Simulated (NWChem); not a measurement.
VNH2OF2; SMILES [NH2][V](=[O])([F])[F]

```xyz
7

V     -0.0305     0.0000     0.0822
O      0.5279    -0.0008     1.5142
F     -0.9786    -1.4044    -0.2146
F     -0.9755     1.4064    -0.2143
N      1.4198    -0.0015    -0.9654
H      2.3854    -0.0028    -0.6496
H      1.3395    -0.0011    -1.9812
```
Atoms are numbered in this order, from 1.

Level: PBE0/def2-SVP (NWChem), optimised geometry, unscaled harmonic frequencies. 

Task: List the harmonic frequencies with IR intensities, and the thermochemistry.

Result: 
```json
[
 {"frequency (cm⁻¹)": "216", "IR intensity (km/mol)": "5.5"},
 {"frequency (cm⁻¹)": "219", "IR intensity (km/mol)": "9.5"},
 {"frequency (cm⁻¹)": "249", "IR intensity (km/mol)": "0.9"},
 {"frequency (cm⁻¹)": "280", "IR intensity (km/mol)": "2.4"},
 {"frequency (cm⁻¹)": "302", "IR intensity (km/mol)": "8.5"},
 {"frequency (cm⁻¹)": "445", "IR intensity (km/mol)": "26.6"},
 {"frequency (cm⁻¹)": "503", "IR intensity (km/mol)": "183.9"},
 {"frequency (cm⁻¹)": "632", "IR intensity (km/mol)": "9.8"},
 {"frequency (cm⁻¹)": "740", "IR intensity (km/mol)": "46.1"},
 {"frequency (cm⁻¹)": "818", "IR intensity (km/mol)": "196.5"},
 {"frequency (cm⁻¹)": "820", "IR intensity (km/mol)": "172.6"},
 {"frequency (cm⁻¹)": "1199", "IR intensity (km/mol)": "179.0"},
 {"frequency (cm⁻¹)": "1485", "IR intensity (km/mol)": "44.0"},
 {"frequency (cm⁻¹)": "3568", "IR intensity (km/mol)": "118.0"},
 {"frequency (cm⁻¹)": "3694", "IR intensity (km/mol)": "72.7"}
]
```

```
Item                                                                                Value
-----------------------------------------------------------------------  ----------------
zero-point energy                                                           21.7 kcal/mol
thermal correction to the enthalpy at 298.15 K (with zero-point energy)     26.1 kcal/mol
heat capacity Cv                                                         20.6 cal/(mol K)
entropy at 298.15 K and 1 atm (symmetry number 1)                        77.7 cal/(mol K)
dipole moment                                                                      3.52 D
```

Rigid rotor and harmonic oscillator.
